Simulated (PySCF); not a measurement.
Species: C6H9NOSi.
Atom-mapped SMILES: `[N:1]#[C:2][C@@H:3]1[CH2:4][SiH2:5][C@:6]12[CH2:7][C@H:8]2[OH:9]`

Structure used (GFN2-xTB), in Å, numbered top down from 1:
```xyz
18
C6H9NOSi angstrom
N     -1.6332   -2.0952   -1.9799
C     -1.3876   -1.5010   -1.0326
C     -1.0661   -0.7294    0.1325
C     -2.0005    0.4962    0.3208
Si    -0.5129    1.7149    0.3374
C      0.2677    0.0214    0.0077
C      1.3642   -0.3466   -0.9565
C      1.5680   -0.5115    0.5180
O      2.3790    0.3845    1.2122
H     -1.0772   -1.3942    1.0022
H     -2.6856    0.6136   -0.5171
H     -2.6021    0.4257    1.2238
H     -0.4334    2.6575   -0.7768
H     -0.2089    2.3225    1.6266
H      1.8822    0.4640   -1.4485
H      1.2457   -1.2319   -1.5646
H      1.5919   -1.5261    0.9172
H      3.3002    0.2418    0.9658
```

NICS = −σ at a ghost point: NICS(0) at the centroid of the ring atoms, NICS(1) 1 Å to either side along the normal of their mean plane, zz for the tensor component along that normal. Level: GIAO PBE0/pcSseg-1 (PySCF, non-relativistic, gas phase) on the GFN2-xTB geometry, one conformer.

Ring bond lengths (Å), with Mayer bond orders in brackets: C3–C4 1.553 (0.96), C4–Si5 1.923 (0.92), Si5–C6 1.894 (0.84), C6–C3 1.536 (0.92); C6–C7 1.506 (0.92), C7–C8 1.498 (0.98), C8–C6 1.495 (0.88).

Question: What do the NICS probes read (ppm)?

Answer: 
| ring | type | NICS(0) | NICS(1), two faces | NICS(1)zz, two faces | rms pucker (Å) | centre to ring atoms, mean (Å) |
| --- | --- | --- | --- | --- | --- | --- |
| C3–C4–Si5–C6 | 4-membered ring with Si; formal bonds all single | 1.1 | -0.1 / -0.3 | 6.0 / 4.3 | 0.03 | 1.22 |
| C6–C7–C8 | 3-membered carbocycle; formal bonds all single | -43.1 | -7.7 / -10.3 | -17.2 / -22.0 | 0.00 | 0.87 |

Question: What do they say, and how far can they be read as aromaticity?

Answer: 
- C3–C4–Si5–C6: mean NICS(1)zz 5.1 ppm, deshielded. C3, C4, Si5, C6 have four or more neighbours; no verdict on aromaticity is drawn.
- C6–C7–C8: mean NICS(1)zz -19.6 ppm, shielded. C6, C7, C8 have four or more neighbours, so the value isn't read as a sign of a π ring current. The two faces differ by 4.8 ppm, so no symmetry operation interchanges them. NICS(0) lies 34 ppm below the mean NICS(1).

Question: At the second NICS(1) probe listed for ring C3–C4–Si5–C6, 1 Å off the ring, what do the in-plane components average?

Answer: The isotropic value is a third of the trace: (3 × -0.3 − (4.3))/2 = -2.6 ppm.

Question: List the ring angles and the Hirshfeld charges of the ring atoms.

Answer: 
- C3–C4–Si5–C6: C3 98.4° (-0.005 e), C4 92.0° (-0.152 e), Si5 75.6° (+0.362 e), C6 93.7° (-0.087 e); sum 359.8° against 360° for a flat convex ring.
- C6–C7–C8: C6 59.9° (-0.087 e), C7 59.7° (-0.100 e), C8 60.4° (+0.023 e); sum 180.0° against 180° for a flat convex ring.

Question: What are the shieldings of the ring atoms and their hydrogens in the same run (means over atoms taken as equivalent)?

Answer: 
```csv
atoms,environment,σ isotropic (ppm)
C3,sp3 carbon next to a nitrile,157.6
C4,sp3 carbon bound to silicon,172.5
Si5,SiH2 silicon,379.9
C6,sp3 carbon bound to silicon,164.9
C7,three-membered-ring carbon,160.2
C8,carbinol carbon (C–OH),126.8
H10,methine hydrogen,28.70
H11,methylene hydrogen,29.78
H12,methylene hydrogen,29.70
H13,Si–H hydrogen,26.84
H14,Si–H hydrogen,26.75
H15,methylene hydrogen,30.92
H16,methylene hydrogen,30.36
H17,methine hydrogen,28.19
```

The list is cut; further classes of hydrogen are left out.

Hardware: an Arm Neoverse N1 with one thread, shared host. Cost: 72 s wall, 0.93 GiB resident at most. This is the whole shielding run at PBE0/pcSseg-1, SCF included.
